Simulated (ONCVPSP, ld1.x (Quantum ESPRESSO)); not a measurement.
Pseudopotentials across the periodic table

Generated with ld1.x 7.5 (TM, RRKJ, ultrasoft, PAW), atompaw 4.2 or ONCVPSP 4.0.1. The cutoff is in Ry: for ld1.x and atompaw files where the sum of valence levels is converged to 10 mRy in a Bessel basis, for ONCV files where the hardest occupied wave has 1 mHa per electron of residual kinetic energy. The error is the largest all-electron minus pseudo excitation energy over each file’s own four to seven test configurations (ionisations up to +4, promotions, holes and added fractions of an electron), all of which were solved. The labels leave out finer settings (local radius, basis sizes, second energies), which also bear on the numbers. Spin-polarised tests are not counted. The rows are a selection from randomly drawn settings: files with unsolved tests, undetermined cutoffs or missed reference levels are left out.

```csv
element,potential,cutoff (Ry),largest error (meV),bound ghosts
He,"RRKJ, PBEsol, fully relativistic, rc 0.50/0.50 (sp), local s, core correction no, reference 1s2",160,+1.4,none
Ru,"ONCV, PBEsol, fully relativistic, rc 1.65/1.30/1.45 (spd), local smoothed, core correction yes, reference 4s2 4p6 4d7 5s1, qcut 7/5.5/7.3, projectors 3/1/2",46,+4.3,none
Cd,"ONCV, LDA (Perdew-Zunger), fully relativistic, rc 1.35/1.35/1.75 (spd), local smoothed, core correction yes, reference 4s2 4p6 4d10 5s2, qcut 9.8/8.6/9, projectors 2/1/2",74,-40,none
Ta,"ONCV, PBE, scalar-relativistic, rc 2.85/2.60/2.45 (spd), local smoothed, core correction no, reference 5d3 6s2, qcut 2.4/3.6/5.4, projectors 2/1/2",23,+214,none
Ir,"ONCV, PBE, fully relativistic, rc 1.85/1.95/1.50 (spd), local smoothed, core correction yes, reference 5s2 5p6 5d7 6s1, qcut 7/7.7/5.4, projectors 2/2/2",53,-25,none
```

(1) Fill in the row for Nb: ONCV, revPBE, fully relativistic, rc 1.88/2.10/1.70/2.15 (spdf), local smoothed, core correction yes, reference 4s2 4p6 4d4 5s0.5, qcut 9/7.4/5.3/4.9, projectors 2/2/2/2.

(2) Fill in the row for Au: ONCV, BLYP, scalar-relativistic, rc 1.65/1.85/1.70 (spd), local smoothed, core correction yes, reference 5s2 5p6 5d9 6s2, qcut 7.2/7.8/9.1, projectors 2/2/1.

(3) Fill in the row for Pd: RRKJ, PBE, scalar-relativistic, rc 1.40/1.40/1.95 (spd), local d, core correction no, reference 4s2 4p6 4d10 5s0 5p0.

Results:

(1) cutoff 45 Ry, largest error -2.9 meV, bound ghosts: none.

(2) cutoff 44 Ry, largest error -645 meV, bound ghosts: none.

(3) cutoff 70 Ry, largest error +329 meV, bound ghosts: none.
